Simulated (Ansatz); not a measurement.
`FC[SiH2]NP`, charge 0, multiplicity 1.

Give a relaxed structure at PBE0-D4/def2-TZVP (Ansatz 0.2.0). (Best estimate.)

The calculation gave: 
Cartesian coordinates in Å:
```
F -1.919 -0.933 1.283
C -1.149 -1.454 0.245
Si -0.551 -0.071 -0.897
N 0.455 1.082 -0.099
P 2.024 0.700 0.442
H -0.306 -1.997 0.687
H -1.759 -2.181 -0.304
H 0.195 -0.739 -1.997
H -1.725 0.673 -1.418
H 0.046 1.965 0.168
H 2.734 1.879 0.077
H 1.953 1.076 1.814
```
This is one stationary point; other conformers may exist.
